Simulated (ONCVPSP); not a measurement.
Configuration tests for lead (Pb) (ONCV)

* Element: Pb
* Generator: ONCVPSP 4.0.1
* Type: optimised norm-conserving Vanderbilt (ONCV)
* Functional: PBEsol
* Relativity: scalar-relativistic
* Frozen core: [Xe] 4f14
* Valence charge: 14
* Reference configuration: 5d10 6s2 6p0.5 (charge +1.5)
* Partial waves: 6s: rc 1.65 bohr, ncon 4, nbas 8, qcut 3.4 1/bohr, 2 projectors, debl 3.1 Ha; 6p: rc 2.25 bohr, ncon 4, nbas 8, qcut 3.9 1/bohr, 2 projectors, debl 2.8 Ha; 5d: rc 2.05 bohr, ncon 4, nbas 8, qcut 7.1 1/bohr, 2 projectors, debl 2.8 Ha
* Local potential: polynomial inside 1.25 bohr (lpopt 5, dvloc0 6 Ha)
* Core correction: none

Energies are relative to the spin-unpolarised reference configuration 5d10 6s2 6p0.5; without spin polarisation the order of configurations can differ from experiment.

```tsv
valence configuration	charge	ΔE all-electron (eV)	error AE − PS (meV)
5d10 6s2 6p2	0	-12.412	+5.2
5d9 6s2 6p3	0	6.874	-145
```

What are ΔE and the potential's error for 5d10 6s2 6p0?

ΔE = 7.633 eV all-electron; the error (AE − PS) is -3.8 meV.

What are ΔE and the potential's error for 5d10 6s2 6p1?

ΔE = -5.814 eV all-electron; the error (AE − PS) is +2.7 meV.

Levels in the configuration 5d10 6s2 6p0:

```csv
level,all-electron (eV),pseudo (eV)
5d,-37.876,-37.844
6s,-27.523,-27.520
```

Note: ghosts flagged at negative energy: s at -6.4 eV; GHOST(+) flagged for p at 56.9 eV. A true bound ghost makes a file unfit for plane-wave use.
